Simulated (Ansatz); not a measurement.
Consider the atomization: `[OH][Sn]([OH])([F])[F]` → 2 F• + 2 H• + 2 O• + Sn•.

Isolated molecules relaxed with PBE0-D4/def2-TZVP in Ansatz; ΔE leaves out vibrations. CBS: MP2 limit from def2 TZ/QZ plus the TZ coupled-cluster correction, frozen cores. This one scheme is used for every species, atoms too. Functionals use def2-TZVPP. B3LYP here is the variant with VWN-RPA as its local correlation; programs differ in this. HSE06 is defined as in plane-wave codes. No spin–orbit coupling; open shells (•) take unrestricted orbitals. Spin–orbit coupling would lower the free atoms: a little for F, O; strongly for Sn. Elements past krypton have def2 core potentials. Bonds to Sn are less sure, by a few kJ/mol each and by 10 to 20 or more in all where they break to atoms, as the def2 sets lack core-valence functions. One conformer a species, not always the lowest.

`[OH][Sn]([OH])([F])[F]`:

Z-matrix (Å, degrees):
```
Sn
O 1 1.922
F 1 1.899 2 107.5
O 1 1.922 2 111.7 3 123.7
F 1 1.899 2 112.4 3 -115.4
H 2 0.962 1 112.3 3 18.4
H 4 0.962 1 112.3 2 142.1
```

```json
{"level": "LDA (SPW92)", "ΔE (kJ/mol)": "2915.4", "difference from CCSD(T)/CBS": "422.3"}
{"level": "PBE-D4", "ΔE (kJ/mol)": "2512.5", "difference from CCSD(T)/CBS": "19.4"}
{"level": "revPBE-D4", "ΔE (kJ/mol)": "2412.2", "difference from CCSD(T)/CBS": "-80.9"}
{"level": "BLYP-D4", "ΔE (kJ/mol)": "2458.7", "difference from CCSD(T)/CBS": "-34.4"}
{"level": "r2SCAN-D4", "ΔE (kJ/mol)": "2447.6", "difference from CCSD(T)/CBS": "-45.5"}
{"level": "B97M-V", "ΔE (kJ/mol)": "2459.1", "difference from CCSD(T)/CBS": "-34.0"}
{"level": "B3LYP-D4", "ΔE (kJ/mol)": "2407.2", "difference from CCSD(T)/CBS": "-85.9"}
{"level": "r2SCANh-D4", "ΔE (kJ/mol)": "2401.6", "difference from CCSD(T)/CBS": "-91.5"}
{"level": "r2SCAN0-D4", "ΔE (kJ/mol)": "2335.9", "difference from CCSD(T)/CBS": "-157.2"}
{"level": "HSE06-D4", "ΔE (kJ/mol)": "2391.7", "difference from CCSD(T)/CBS": "-101.4"}
{"level": "BHLYP-D4", "ΔE (kJ/mol)": "2256.2", "difference from CCSD(T)/CBS": "-236.9"}
{"level": "CAM-B3LYP-D4", "ΔE (kJ/mol)": "2444.3", "difference from CCSD(T)/CBS": "-48.8"}
{"level": "ωB97M-V", "ΔE (kJ/mol)": "2439.1", "difference from CCSD(T)/CBS": "-54.0"}
{"level": "B2PLYP", "ΔE (kJ/mol)": "2408.0", "difference from CCSD(T)/CBS": "-85.1"}
{"level": "PBE-QIDH", "ΔE (kJ/mol)": "2382.1", "difference from CCSD(T)/CBS": "-111.0"}
{"level": "PBE", "ΔE (kJ/mol)": "2499.8", "difference from CCSD(T)/CBS": "6.7"}
{"level": "BLYP", "ΔE (kJ/mol)": "2431.3", "difference from CCSD(T)/CBS": "-61.8"}
{"level": "r2SCAN", "ΔE (kJ/mol)": "2444.7", "difference from CCSD(T)/CBS": "-48.4"}
{"level": "PBE0", "ΔE (kJ/mol)": "2379.5", "difference from CCSD(T)/CBS": "-113.6"}
{"level": "B3LYP", "ΔE (kJ/mol)": "2386.6", "difference from CCSD(T)/CBS": "-106.5"}
{"level": "r2SCANh", "ΔE (kJ/mol)": "2398.4", "difference from CCSD(T)/CBS": "-94.7"}
{"level": "r2SCAN0", "ΔE (kJ/mol)": "2332.3", "difference from CCSD(T)/CBS": "-160.8"}
{"level": "HSE06", "ΔE (kJ/mol)": "2381.7", "difference from CCSD(T)/CBS": "-111.4"}
{"level": "CAM-B3LYP", "ΔE (kJ/mol)": "2433.3", "difference from CCSD(T)/CBS": "-59.8"}
{"level": "LC-ωPBE", "ΔE (kJ/mol)": "2442.7", "difference from CCSD(T)/CBS": "-50.4"}
{"level": "HF/def2-SVP", "ΔE (kJ/mol)": "1455.7", "difference from CCSD(T)/CBS": "-1037.4"}
{"level": "MP2/def2-SVP", "ΔE (kJ/mol)": "2319.2", "difference from CCSD(T)/CBS": "-173.9"}
{"level": "CCSD/def2-SVP", "ΔE (kJ/mol)": "2166.5", "difference from CCSD(T)/CBS": "-326.6"}
{"level": "CCSD(T)/def2-SVP", "ΔE (kJ/mol)": "2198.0", "difference from CCSD(T)/CBS": "-295.1"}
{"level": "HF/def2-TZVPP", "ΔE (kJ/mol)": "1539.7", "difference from CCSD(T)/CBS": "-953.4"}
{"level": "MP2/def2-TZVPP", "ΔE (kJ/mol)": "2485.3", "difference from CCSD(T)/CBS": "-7.8"}
{"level": "SCS-MP2/def2-TZVPP", "ΔE (kJ/mol)": "2429.9", "difference from CCSD(T)/CBS": "-63.2"}
{"level": "CCSD/def2-TZVPP", "ΔE (kJ/mol)": "2316.2", "difference from CCSD(T)/CBS": "-176.9"}
{"level": "CCSD(T)/def2-TZVPP", "ΔE (kJ/mol)": "2378.1", "difference from CCSD(T)/CBS": "-115.0"}
{"level": "HF/def2-QZVPP", "ΔE (kJ/mol)": "1556.3", "difference from CCSD(T)/CBS": "-936.8"}
{"level": "MP2/def2-QZVPP", "ΔE (kJ/mol)": "2557.1", "difference from CCSD(T)/CBS": "64.0"}
{"level": "SCS-MP2/def2-QZVPP", "ΔE (kJ/mol)": "2506.7", "difference from CCSD(T)/CBS": "13.6"}
{"level": "HF/CBS(def2)", "ΔE (kJ/mol)": "1558.7", "difference from CCSD(T)/CBS": "-934.4"}
{"level": "MP2/CBS(def2)", "ΔE (kJ/mol)": "2600.3", "difference from CCSD(T)/CBS": "107.2"}
{"level": "CCSD/CBS(def2)", "ΔE (kJ/mol)": "2431.2", "difference from CCSD(T)/CBS": "-61.9"}
{"level": "CCSD(T)/CBS", "ΔE (kJ/mol)": "2493.1", "difference from CCSD(T)/CBS": "0"}
```

Largest T1 diagnostic among the species: 0.015.

In def2-TZVPP, CCSD(T) changes the Hartree–Fock value by +838.4 kJ/mol (the triples alone add +61.9 kJ/mol) and MP2 by +945.6 kJ/mol; breaking electron pairs costs correlation energy, which Hartree–Fock lacks. Leaving LDA and LC-ωPBE aside and taking each functional with its dispersion term where it has one, the values spread over 256.3 kJ/mol, from BHLYP-D4 to PBE-D4. LDA lies +415.7 kJ/mol from PBE without D4, its usual overbinding.

For atomizations the MP2-based limit and the directly extrapolated one differ by several kJ/mol either way, and by 10 to 25 for some Ge, Se and Sn compounds, so smaller differences from it don't rank the levels.
